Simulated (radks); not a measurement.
The sulfur anion S-, [Ne] 3s2 3p5, held by a Watson sphere: a shell of charge +1 at radius R that stands for the Madelung well of a crystal (potential energy -1/R inside, -1/r outside, in hartree with lengths in bohr). Calculated with a radial shooting solver on a logarithmic mesh with Libxc functionals: scalar-relativistic Kohn-Sham, PBEsol, spin-polarised, spherical densities, finite nucleus; open shells are filled with parallel spins first; Fermi nuclear charge, rms radius of each element as measured or else 0.836 A^(1/3) + 0.57 fm. Response by self-consistent Sternheimer equations with the Hartree and adiabatic LDA kernel, the relativistic mass of each level held fixed and spin-orbit coupling left out. The sphere does not respond.

R (bohr)	e(3s down) (eV)	e(3p up) (eV)	e(3p down) (eV)	<r> 3p (bohr)	sum of <r^2> (bohr^2)	X-ray form factor at sin(theta)/lambda = 0.3 1/angstrom	alpha (bohr^3)
1.85	-17.628	-8.228	-7.463	2.059	33.66	9.046	21.29
1.91	-17.525	-8.165	-7.405	2.069	33.94	9.038	21.70
2.25	-16.944	-7.769	-7.029	2.123	35.49	9.010	24.31
2.63	-16.329	-7.278	-6.558	2.177	37.09	9.000	27.70
4.1	-14.423	-5.487	-4.802	2.320	41.42	9.012	43.01
4.27	-14.248	-5.312	-4.629	2.330	41.76	9.013	44.81
4.35	-14.168	-5.232	-4.550	2.335	41.91	9.014	45.65
